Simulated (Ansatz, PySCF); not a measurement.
Caution: the highest occupied level lies above zero, so the state may not be bound. Caution: the restricted solution is unstable towards spin-unrestricted or complex orbitals, so a lower solution exists and this singlet may not be the ground state. This singlet lies 0.43 eV below the relaxed triplet at the level frozen-core CCSD(T)/aug-cc-pVTZ // B3LYP-D3(BJ)/def2-SVPD (Ansatz, an electronic-structure program).

C$_{2}$HBF, SMILES `C#C[B-]F` (lower singlet) (charge -1, multiplicity 1)

The numbers are results of PBE-D3(BJ)/def2-TZVPD // B3LYP-D3(BJ)/def2-SVPD in PySCF 2.14.0, not measurements.

```json
{
 "HOMO": "1.63 eV",
 "total_energy": "-201.2929 Ha",
 "cost": "roughly 19 core-seconds"
}
```

```xyz
5

C      1.2693     0.0313    -0.3063
C      0.0750    -0.0383    -0.6102
B     -1.3441    -0.2777    -1.2326
F     -2.3364     0.2857    -0.4346
H      2.3361    -0.0011    -0.1930
```
Charge -1, spin multiplicity 1.
